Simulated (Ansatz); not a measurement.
Ansatz (a first-principles code) input:

Ansatz 0.2 input:
```yaml
crystal:
  periodic: [false, false, false]
  atoms:
    - {symbol: Si, position_ang: [-0.10539661, -0.29712719, 0.45174424]}
    - {symbol: Br, position_ang: [-1.21366816, -0.83796062, 2.25617015]}
    - {symbol: O, position_ang: [-0.72733554, 1.07556998, -0.13486154]}
    - {symbol: C, position_ang: [-0.99843840, 2.28227508, 0.53057784]}
    - {symbol: O, position_ang: [1.39480290, -0.26323720, 1.02495277]}
    - {symbol: C, position_ang: [2.61416318, -0.21223858, 0.33738134]}
    - {symbol: O, position_ang: [-0.22444657, -1.41032294, -0.69999666]}
    - {symbol: C, position_ang: [-1.35399354, -1.78841892, -1.44247840]}
    - {symbol: H, position_ang: [-1.49751079, 2.94087038, -0.17954077]}
    - {symbol: H, position_ang: [-1.64992786, 2.10727691, 1.39026083]}
    - {symbol: H, position_ang: [-0.07274294, 2.74745447, 0.87604046]}
    - {symbol: H, position_ang: [2.72408935, 0.74519736, -0.17600458]}
    - {symbol: H, position_ang: [2.67247939, -1.01862408, -0.39425446]}
    - {symbol: H, position_ang: [3.40760114, -0.32564331, 1.07576885]}
    - {symbol: H, position_ang: [-2.09492636, -2.25665315, -0.79060787]}
    - {symbol: H, position_ang: [-1.80231042, -0.92108217, -1.92842421]}
    - {symbol: H, position_ang: [-1.02312775, -2.50442159, -2.19401541]}
basis:
  gaussian:
    orbitals: def2-TZVP
hamiltonian:
  xc: b3lyp
  dispersion: d3bj
relax: {f_tol: 0.002, max_steps: 150}
```

Task: Predict the final energy.

Result: -3209.46287 Eh (B3LYP-D3(BJ)/def2-TZVP). The basis has 325 functions. The run takes roughly 17 core-minutes.
